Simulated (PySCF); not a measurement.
Compound: C₈H₁₅PS.
Geometry (PBE0-D3(BJ)/def2-SVP, Å), atoms numbered from 1 in this order:
```xyz
25
C8H15PS angstrom
C     -1.0403    2.8645    1.2880
C     -0.6810    2.0073    0.3331
P     -0.2568    0.2884    0.7339
S     -0.3843   -0.1473    2.6391
C     -1.3503   -0.7291   -0.3443
C     -1.4531   -0.4359   -1.6457
C     -2.0682   -1.8584    0.3192
C      1.4396    0.0569    0.0273
C      2.4272    0.9504    0.7647
C      1.8251   -1.4148    0.0919
H     -1.2983    3.9036    1.0643
H     -1.0826    2.5279    2.3309
H     -0.6297    2.3099   -0.7193
H     -0.9177    0.3991   -2.1075
H     -2.0889   -1.0317   -2.3091
H     -2.6826   -1.4862    1.1532
H     -2.7059   -2.3947   -0.3980
H     -1.3542   -2.5657    0.7705
H      1.3569    0.3745   -1.0285
H      3.4436    0.8026    0.3672
H      2.4318    0.7022    1.8376
H      2.1714    2.0162    0.6665
H      2.8439   -1.5588   -0.3002
H      1.1426   -2.0431   -0.4999
H      1.8032   -1.7670    1.1352
```

Level: PBE0/pcSseg-1 in PySCF, non-relativistic, on one gas-phase PBE0-D3(BJ)/def2-SVP geometry that isn't relaxed in the solvent. The solvent is an IEF-PCM continuum (Bondi radii, 1.10 Å for H, scaled by 1.2). Specific hydrogen bonds and non-electrostatic terms are outside this model.

Gas phase at PBE0/pcSseg-1: HOMO -6.34 eV, LUMO -0.92 eV, dipole 4.18 D.

Task: What does the continuum do to the energy, the frontier levels and the dipole at PBE0/pcSseg-1 in chloroform and tetrahydrofuran?

Result: 
```json
{"solvent": "chloroform", "ε": "4.711", "E(solvent) − E(gas) (kcal/mol)": "-5.27", "polarisation term (kcal/mol)": "-6.32", "distortion of the solute (kcal/mol)": "1.05", "HOMO (eV)": "-6.62", "LUMO (eV)": "-0.84", "dipole (D)": "5.72"}
{"solvent": "tetrahydrofuran", "ε": "7.426", "E(solvent) − E(gas) (kcal/mol)": "-6.17", "polarisation term (kcal/mol)": "-7.66", "distortion of the solute (kcal/mol)": "1.49", "HOMO (eV)": "-6.68", "LUMO (eV)": "-0.84", "dipole (D)": "6.03"}
```

Polarisation term: ½ Σ q·V over the induced surface charges. Distortion: the rise of the solute's own energy as its density leaves the gas-phase optimum. From chloroform to tetrahydrofuran the lowering changes by a factor 1.17, Onsager's factor (ε − 1)/(2ε + 1) by 1.14 and ε itself by 1.6.

Task: Which radius a makes the point-dipole formula ΔE = −[(ε − 1)/(2ε + 1)]·μ²/a³ give the value in tetrahydrofuran, with the gas-phase dipole?

Result: μ = 1.646 au and |ΔE| = 0.00984 Eh give a = 2.55 Å; the farthest nucleus lies 4.14 Å from the centroid of the nuclei, so such a sphere wouldn't even hold the nuclei. The formula assumes a rigid point dipole at the centre of a sphere.

Task: Give the dipole vector in the frame of the coordinates (D, pointing from negative to positive charge), gas and tetrahydrofuran.

Result: Gas (0.29, 0.91, -4.07), solvent (0.47, 1.28, -5.87). Its length changes by +44 % and its direction by less than 1°.

Task: Which Hirshfeld charges (PBE0/pcSseg-1) respond most in chloroform (means over atoms taken as equivalent)?

Result: 
```tsv
atoms	environment	gas (e)	solvent (e)	change
S4	sulfur bonded to P	-0.292	-0.344	-0.052
H13	vinylic hydrogen	+0.049	+0.059	+0.010
H19	methine hydrogen	+0.036	+0.046	+0.010
H14	vinylic hydrogen	+0.045	+0.054	+0.009
H15	vinylic hydrogen	+0.052	+0.059	+0.007
H11	vinylic hydrogen	+0.059	+0.065	+0.006
C6	terminal =CH2 carbon	-0.092	-0.086	+0.006
P3	phosphorus bonded to 3 C and S	+0.349	+0.354	+0.005
```

Task: How do the nuclear quadrupole coupling constants eQVzz/h respond in chloroform?

Result: 
```csv
nucleus,Q (barn),gas (MHz),solvent (MHz),η gas,η solvent
33S at S4,-0.06781,-37.21,-36.34,0.06,0.06
```
